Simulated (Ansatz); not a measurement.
C2H4AlFO (SMILES C=C[O][AlH][F]): the energy, rung by rung

The species is C2H4AlFO (9 atoms), meant as a singlet with charge 0. As SMILES, `C=C[O][AlH][F]`. Geometry: optimised at PBE0/def2-SVP. This is one conformer, not always the lowest.

```xyz
9

C    -1.5598   -0.3520    1.1267
C    -0.7678   -0.3379    0.0536
O     0.4572    0.2084    0.0412
Al    1.8226    0.5213   -0.9108
F     3.0637    1.3173   -0.1553
H    -1.2379    0.0932    2.0709
H    -2.5458   -0.8142    1.0669
H    -1.0974   -0.7882   -0.8945
H     1.9538    0.1056   -2.4161
```

Each level gives the adiabatic electron affinity (to the doublet anion, shapes relaxed at PBE0/def2-SVP, no zero-point term) (eV). The values are calculated.

The electron affinity is E(neutral) − E(anion): positive where the electron is bound.

```tsv
level	kind	program	value (eV)	CPU time (all runs)
HF/def2-SVP	Hartree–Fock	Ansatz	-0.06	2.3 s
r2SCAN/def2-SVP	meta-GGA	Ansatz	0.50	5.7 s
B3LYP/def2-SVP	global hybrid	Ansatz	0.38	3.5 s
PBE0-D4/def2-SVP	global hybrid	Ansatz	0.48	3.9 s
wB97M-V/def2-SVP	range-separated hybrid	Ansatz	0.14	14 s
MP2/def2-SVP	perturbation theory	Ansatz	0.05	2.2 s
```

The values span -0.06 to 0.50 eV. CPU times are rough (shared hosts, several kinds of processor): they show what a rung costs within a factor of a few.
